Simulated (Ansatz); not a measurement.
Consider the cleavage of the B–Ge bond: `[BH2][GeH]([CH3])[CH3]` + `O[SiH](O)F` → `BO[SiH](O)F` + `[CH3][GeH2][CH3]`.

Computed with Ansatz on PBE0-D4/def2-TZVP structures; ΔE is electronic, products minus reactants. CCSD(T)/CBS is the MP2 limit (def2-TZVPP, def2-QZVPP) plus CCSD(T) − MP2 in def2-TZVPP, frozen cores. This one scheme is used for every species. Functionals use def2-TZVPP. For Ge outer-core shells are correlated without core-valence functions, which leaves a few kJ/mol of doubt a bond. Scalar relativity is left out up to krypton. One conformer a species, not always the lowest.

| level | ΔE (kJ/mol) |
| --- | --- |
| PBE-D4 | -142.2 |
| ωB97X-V | -149.4 |

What does CCSD(T)/CBS give? (Best estimate.)

Computed: -145.8 kJ/mol. The listed levels differ from it by 3.6, -3.6 kJ/mol.

Largest T1 diagnostic among the species: 0.013.

In def2-TZVPP, CCSD(T) changes the Hartree–Fock value by +15.8 kJ/mol (the triples alone add +0.6 kJ/mol) and MP2 by +13.3 kJ/mol.
